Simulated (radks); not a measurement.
Results of a calculation; reference values are marked as such.
These are the eigenvalues of the occupied orbitals of an atom or ion with whole-number occupations (eV). Level of theory: Dirac Kohn-Sham, PBE, spin-unpolarised, spherical densities, finite nucleus; Fermi nuclear charge, rms radius of each element as measured or else 0.836 A^(1/3) + 0.57 fm (a radial shooting solver on a logarithmic mesh with Libxc functionals).

1s1/2: -11509.45
2s1/2: -1917.090
2p1/2: -1768.365
2p3/2: -1736.130
3s1/2: -618.9955
3p1/2: -569.4329
3p3/2: -562.9813
4f5/2: -218.7224
4f7/2: -218.6140

Which element is it, and in what charge state? The configuration may be excited. Open shells, if any, are shared by 2j + 1.

Answer. Z = 32, germanium, charge +15: Ge15+ in [Ne] 3s1 3p5 4f1. The list shows which subshells hold electrons but not how many an open one holds; the 1s level, -422.96 hartree, gives Z - s = 29.1 by -(Z - s)^2/2, which with screening and relativity narrows Z to a few neighbours, and the depths of the outer levels then fix element, charge and occupations together.
